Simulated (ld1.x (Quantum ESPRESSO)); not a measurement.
**Cutoff test, tantalum (Ta), RRKJ**

tantalum (Ta), norm-conserving RRKJ (Kleinman–Bylander form), made with ld1.x (Quantum ESPRESSO) 7.5 (PBEsol, scalar-relativistic). Core [Xe] 4f14, reference 5d3 6s2 6p0. Waves: 6s (bound): rc 2.90 bohr; 6p (bound, empty): rc 4.20 bohr; 5d (bound): rc 2.75 bohr. Local part: the d channel. Core correction: none. rho0 = 0.005.

The pseudo-atom Hamiltonian at the reference potential is diagonalised in spherical Bessel functions j_l(qr) that vanish at 20 bohr, with q² up to the cutoff. All-electron valence levels (Ry): 6s -0.4021, 6p -0.1002, 5d -0.2661.

Q: How do the lowest levels (Ry) of each channel move with the cutoff, and are there ghosts?

A:

```tsv
cutoff (Ry)	s #1	s #2	p #1	p #2	d #1	f #1	Σ f·Δε (mRy)
8	-1.0112	-0.3747	-0.1002	0.0482	-0.0870	0.1076	592.0
12	-1.8938	-0.3964	-0.1002	0.0481	-0.1963	0.1076	220.7
18	-2.1993	-0.4017	-0.1002	0.0116	-0.2577	0.1076	25.8
21	-2.2144	-0.4020	-0.1002	-0.0176	-0.2637	0.1076	7.4
30	-2.2167	-0.4021	-0.1002	-0.0323	-0.2660	0.1076	0.2
40	-2.2181	-0.4021	-0.1002	-0.0326	-0.2661	0.1076	0.1
400	-2.2182	-0.4021	-0.1002	-0.0328	-0.2661	0.1076	0.0
```

Result: ghost state, extra bound levels that the all-electron valence spectrum of the same l lacks: s at -30.2 eV (a true bound ghost makes a file unfit for plane-wave use); 10 mRy is reached at 21 Ry and 1 mRy at 30 Ry.

1 of 7 tests not solved or not reliable.
